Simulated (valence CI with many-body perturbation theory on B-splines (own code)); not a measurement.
Os LV: key properties

Method: configuration interaction combined with many-body perturbation theory (CI+MBPT): four valence electrons over a frozen Dirac-Fock core [Ar], a basis of 7 s, 7 p, 8 d, 6 f, 4 g, 1 h functions for each j, with the one-electron correlation potential Σ1 (screened to all orders), the two-electron term Σ2, the three-electron term Σ3, Breit, model QED; selected single and double excitations, second order for the rest, scaled by the run's own slope (own B-spline code, finite nucleus).

No measured spectrum was set against this ion. As an estimate, large intervals hold to a few tenths of a per cent, small ones and those within an open d or f shell to about a per cent. The list stops below the first excitations out of the core. Only levels of the ground parity were solved; by the run's estimate the other parity begins above the list, which can be wrong where configurations are misplaced.

Levels are named by their leading jj configuration (3d3/2^4 stands for four electrons in 3d with j = 3/2), which in mixed levels can hold well under half, so a name can repeat and another be missing.

Rates and lifetimes use the calculated energies. Strong lines usually hold to 10 to 20 %, long lifetimes can be off by a factor of two.

What is the ground level?

(3d3/2^4) J=0, composition 61 % 3d4 3P + 25 % 3d4 5D + 15 % 3d4 1S.

What is the ionisation energy?

5281.4 eV; NIST lists 5280 ± 5 eV (theoretical).

How well does LS coupling describe the low levels?

Among the lowest 20 levels the leading LS term, summed over configurations, holds 48 % on average. For single configurations the figures are 48 % in LS and 98 % in jj coupling. Terms mix most in the J = 4 level at 692330 cm⁻¹, where the leading one holds 28 %.
